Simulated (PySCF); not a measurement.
## Spinor energies of Ca (calcium, neutral)

Start: [Ar] 4s1 4p1; 4s1/2 filled at m_j = +1/2; 4p3/2 filled at m_j = +3/2. Calculated with PySCF 2.14 in x2c-TZVPall-2c with one added diffuse shell each of s, p, d type (7s8p4d, 51 functions): generalised Hartree-Fock with the X2C-1e Hamiltonian and a Gaussian nucleus; one run each with spin-orbit coupling (SO) switched off, then screened by Boettger's factors. This is a chosen level, not necessarily the ground level.

| spinor shell | electrons | ε, spin-free (eV) | ε, screened SO (eV) | weight of nominal j (screened SO) | rms radius, screened SO (bohr) |
| --- | --- | --- | --- | --- | --- |
| 1s1/2 | 2 | -4085.6 | -4085.6 | 1.000 | 0.0888 |
| 2s1/2 | 2 | -462.51 | -462.51 | 1.000 | 0.393 |
| 2p1/2 | 2 | -372.02 | -374.58 | 1.000 | 0.361 |
| 2p3/2 | 4 | -372.02 | -370.76 | 1.000 | 0.363 |
| 3s1/2 | 2 | -62.465 | -62.471 | 1.000 | 1.24 |
| 3p1/2 | 2 | -37.429 | -37.710 | 0.951 | 1.37 |
| 3p3/2 | 4 | -37.429 | -37.300 | 0.976 | 1.38 |
| 4s1/2 | 1 | -7.119 | -7.121 | 0.996 | 4.34 |
| 4p3/2 | 1 | -4.172 | -4.166 | 1.000 | 5.46 |

| quantity | spin-free | screened SO |
| --- | --- | --- |
| E (hartree) | -679.57851 | -679.58163 |
| M_J | 2 | 2 |
| ⟨J²⟩ | 6.022 | 6.022 |
| ⟨L²⟩ | 2.022 | 2.022 |
| ⟨S²⟩ | 2.000 | 2.000 |

Each row is a mean over spinors that exchange with the open shell spreads, by up to 0.353 eV (3s1/2).

Without spin-orbit coupling the j labels of p, d and f shells carry no meaning; the spin-free column gives the mean over the occupied spinors of each nl shell.
